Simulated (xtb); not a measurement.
xtb input (GFN1-xTB):

```bash
xtb mol.xyz --gfn 1 --sp --chrg -1 --uhf 0
```
mol.xyz:
```
14

Si    -0.07378694    -0.08564758     0.14609279
C      1.49730711    -0.94752487    -0.49502644
C     -1.07459736     0.31827989    -1.45216833
N     -0.75242336    -1.02717729     1.32085553
N      0.47966914     1.58037693     0.56999262
H      2.21249321    -1.07475014     0.32283302
H      1.98392050    -0.36390307    -1.28274161
H      1.26377533    -1.94137636    -0.88779271
H     -2.00980388     0.83327768    -1.20401892
H     -1.34235138    -0.60680990    -1.97127102
H     -0.51619253     0.95095414    -2.15313864
H     -1.60906696    -0.67853294     1.74317195
H      0.57959754     1.67662494     1.57439476
H     -0.15633386     2.30665412     0.26049587
```

End of the output:

```
         :::::::::::::::::::::::::::::::::::::::::::::::::::::
         ::                     SUMMARY                     ::
         :::::::::::::::::::::::::::::::::::::::::::::::::::::
         :: total energy             -17.588380336392 Eh    ::
         :: gradient norm              0.033713783784 Eh/a0 ::
         :: HOMO-LUMO gap              5.460953119031 eV    ::
         ::.................................................::
         :: SCC energy               -17.787678206471 Eh    ::
         :: -> electrostatic           0.175912550041 Eh    ::
         :: repulsion energy           0.204358068474 Eh    ::
         :: dispersion energy         -0.005060198395 Eh    ::
         :: halogen bond corr.         0.000000000000 Eh    ::
         :: add. restraining           0.000000000000 Eh    ::
         :: total charge              -1.000000000000 e     ::
         :::::::::::::::::::::::::::::::::::::::::::::::::::::

           -------------------------------------------------
          |                Property Printout                |
           -------------------------------------------------

    * Orbital Energies and Occupations

         #    Occupation            Energy/Eh            Energy/eV
      -------------------------------------------------------------
         1        2.0000           -0.5298684             -14.4185
       ...           ...                  ...                  ...
         4        2.0000           -0.4167764             -11.3411
         5        2.0000           -0.3401196              -9.2551
         6        2.0000           -0.3316178              -9.0238
         7        2.0000           -0.3209160              -8.7326
         8        2.0000           -0.3194820              -8.6935
         9        2.0000           -0.3122871              -8.4978
        10        2.0000           -0.3090570              -8.4099
        11        2.0000           -0.2680831              -7.2949
        12        2.0000           -0.2483183              -6.7571
        13        2.0000           -0.2268658              -6.1733
        14        2.0000           -0.2108311              -5.7370
        15        2.0000           -0.1628739              -4.4320
        16        2.0000           -0.1504110              -4.0929 (HOMO)
        17                          0.0502753               1.3681 (LUMO)
Note: The following floating-point exceptions are signalling: IEEE_DENORMAL
normal termination of xtb
        18                          0.0564131               1.5351
        19                          0.0679051               1.8478
        20                          0.0930853               2.5330
        21                          0.1031294               2.8063
        22                          0.1124989               3.0613
        23                          0.1211036               3.2954
        24                          0.1415284               3.8512
        25                          0.1494460               4.0666
        26                          0.1801839               4.9031
        27                          0.1886776               5.1342
       ...                                ...                  ...
        43                          1.6454701              44.7755
      -------------------------------------------------------------
                  HL-Gap            0.2006863 Eh            5.4610 eV
             Fermi-level           -0.0500679 Eh           -1.3624 eV

  Mulliken/CM5 charges         n(s)   n(p)   n(d)
     1Si    0.19720  0.14541   1.054  1.841  0.908
     2C    -0.17107 -0.27736   0.993  3.178  0.000
     3C    -0.18779 -0.29657   1.004  3.184  0.000
     4N    -0.67202 -0.90610   1.486  4.186  0.000
     5N    -0.55998 -0.96364   1.456  4.104  0.000
     6H    -0.00174  0.05395   1.002  0.000  0.000
     7H    -0.01286  0.04210   1.013  0.000  0.000
     8H    -0.00685  0.04809   1.007  0.000  0.000
     9H    -0.01389  0.04062   1.014  0.000  0.000
    10H    -0.00921  0.04515   1.009  0.000  0.000
    11H    -0.01156  0.04275   1.012  0.000  0.000
    12H     0.14179  0.33394   0.858  0.000  0.000
    13H     0.15414  0.34650   0.846  0.000  0.000
    14H     0.15384  0.34517   0.846  0.000  0.000

Wiberg/Mayer (AO) data.
largest (>0.10) Wiberg bond orders for each atom

 ---------------------------------------------------------------------------
     #   Z sym  total        # sym  WBO       # sym  WBO       # sym  WBO
 ---------------------------------------------------------------------------
     1  14 Si   5.095 --     4 N    1.917     5 N    1.046     2 C    0.954
                             3 C    0.919
     2   6 C    3.919 --     7 H    0.969     8 H    0.967     6 H    0.964
                             1 Si   0.954
     3   6 C    3.910 --    11 H    0.971    10 H    0.969     9 H    0.969
                             1 Si   0.919
     4   7 N    2.995 --     1 Si   1.917    12 H    0.926
     5   7 N    3.038 --     1 Si   1.046    14 H    0.948    13 H    0.947
     6   1 H    1.009 --     2 C    0.964
     7   1 H    1.009 --     2 C    0.969
     8   1 H    1.009 --     2 C    0.967
     9   1 H    1.014 --     3 C    0.969
    10   1 H    1.012 --     3 C    0.969
    11   1 H    1.006 --     3 C    0.971
    12   1 H    0.988 --     4 N    0.926
    13   1 H    0.999 --     5 N    0.947
    14   1 H    0.986 --     5 N    0.948
 ---------------------------------------------------------------------------

Topologies differ in total number of bonds
Writing topology from bond orders to xtbtopo.mol

 dipole moment from electron density (au)
     X       Y       Z
  -0.1372   1.5024  -0.8445  total (Debye):    4.395

           -------------------------------------------------
          | TOTAL ENERGY              -17.588380336392 Eh   |
          | GRADIENT NORM               0.033713783784 Eh/α |
          | HOMO-LUMO GAP               5.460953119031 eV   |
           -------------------------------------------------

------------------------------------------------------------------------
------------------------------------------------------------------------
 total:
 SCF:
```

It need not be the lowest isomer of its formula. Whether it binds its extra electron was not tested at this geometry.
